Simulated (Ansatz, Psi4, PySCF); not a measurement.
BCl3, charge -1, doublet, at a GFN2-xTB geometry (a state made from the parent by changing its charge; the spin is typed, not shown lowest) (in this run its highest filled SCF level lies above zero, so its values depend strongly on the basis, on diffuse functions most of all). Base run: MP2/aug-cc-pVDZ run with PySCF.

The PySCF input:
```python
from pyscf import gto, scf, mp

mol = gto.M(
    atom='''
B     0.004096    0.013925    0.008706
Cl    1.754614   -0.248747   -0.430880
Cl   -0.681716   -0.749581    1.516441
Cl   -1.074102    0.994232   -1.088122
''',
    basis='aug-cc-pvdz',
    charge=-1,
    spin=1,
    verbose=3,
)

mf = scf.UHF(mol)
mf.kernel()

pt = mp.MP2(mf)
pt.kernel()
print('E(MP2) = %.10f' % pt.e_tot)
```

The same geometry, method and basis name were run in Ansatz (a program for electronic structure) and Psi4 and PySCF, at each program's defaults and at the settings that a row names. The base is PySCF at its defaults. Differences at the defaults can come from grids, fitting, cores and function types together. The rows with settings made alike still differ; the cause (another SCF solution, basis table, core potential or functional code) wasn't traced.

```tsv
code and settings	ΔE vs base (mEh)	basis functions	E (Eh)	SCF cycles
PySCF, defaults (exact integrals, spherical functions, all electrons correlated)	0.000	104	-1403.83918	38
Psi4, defaults (density fitting with its default set, spherical functions, all electrons correlated)	-25.171	104	-1403.86435	15
Ansatz, defaults (factorised integrals, spherical functions, frozen core)	-0.791	104	-1403.83997	-
PySCF, frozen core	24.676	104	-1403.81451	38
Psi4, exact integrals, spherical functions, frozen core	-0.793	104	-1403.83997	15
Ansatz, high accuracy, frozen core	-0.793	104	-1403.83997	-
```

Open shells are given as the SCF converged; they aren't shown to be the lowest states, and a large step between rows can be another state.
